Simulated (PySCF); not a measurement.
H₂I₂OSi. Atoms are numbered in the order given.

```xyz
6

Si     0.4656     0.9907     0.0000
O     -0.3758     2.4268     0.0000
I     -0.0384    -0.3490    -2.0104
I     -0.0384    -0.3490     2.0104
H      1.9101     1.3554     0.0000
H     -1.3480     2.3536     0.0000
```

Geometry optimised at PBE-D3(BJ)/def2-SVP. The structure was generated by enumeration, and PubChem lists no compound with its InChIKey, so it may never have been made. The def2 effective core potentials stand for the cores of I; spin–orbit coupling is left out. Other conformers were not sampled.

Calculation: PBE0/def2-TZVP in PySCF.

Symmetry labels are those of the subgroup Cs that the program uses (full group Cs).

Question: List the valence orbital energies around the gap with their symmetry. (An estimate is asked for; the answer gives what the named calculation found.)

Answer: 
```
orbital  symmetry  energy (eV)
-------  --------  -----------
HOMO−7         A'       -11.72
HOMO−6         A"       -11.11
HOMO−5         A'       -10.03
HOMO−4         A"        -9.24
HOMO−3         A'        -8.31
HOMO−2         A'        -8.09
HOMO−1         A"        -7.94
HOMO           A"        -7.65
LUMO           A'        -1.48
LUMO+1         A'        -0.25
LUMO+2         A"         0.00
LUMO+3         A'         1.21
```
